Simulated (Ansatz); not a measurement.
Species: ethenyl(trifluoro)silane, C2H3F3Si, charge 0, multiplicity 1. SMILES: C=C[Si](F)(F)F
Structure (B3LYP-D3(BJ)/def2-TZVP (Ansatz, an electronic-structure program) minimum search):
```
C
C 1 1.3320
H 2 1.0838 1 121.92
H 2 1.0842 3 116.21 1 180.00
H 1 1.0864 2 118.88 3 180.00
Si 1 1.8270 5 118.59 2 180.00
F 6 1.5835 1 112.07 5 -59.72
F 6 1.5835 7 106.32 1 -122.76
F 6 1.5836 7 107.69 8 -115.20
```
Charge 0, spin multiplicity 1.

Computed values are from Ansatz. Correlated levels leave the core frozen unless marked. UHF or UKS for open shells. Spin-orbit coupling is left out. Non-relativistic. CBS marks a two-point X^-3 extrapolation of the correlation energy; Hartree-Fock from the larger set. The bracket is a focal-point correction in the basis named.

atomisation energy De: 966.0 kcal/mol at CCSD(T)/CBS(aug-cc-pV(T+d)Z,aug-cc-pV(Q+d)Z)
vertical ionisation energy (to the doublet): 11.57 eV at RI-MP2/CBS(aug-cc-pV(T+d)Z,aug-cc-pV(Q+d)Z)+[CCSD(T)-MP2]/aug-cc-pV(T+d)Z
vertical triplet-singlet gap: 4.50 eV at RI-MP2/CBS(aug-cc-pV(T+d)Z,aug-cc-pV(Q+d)Z)+[CCSD(T)-MP2]/aug-cc-pV(T+d)Z
total energy: -666.5554 Eh at CCSD(T)/CBS(aug-cc-pV(T+d)Z,aug-cc-pV(Q+d)Z)
dipole moment: 2.62 D at CCSD(T)/aug-cc-pV(D+d)Z
T1 diagnostic: 0.012 at CCSD/aug-cc-pV(Q+d)Z
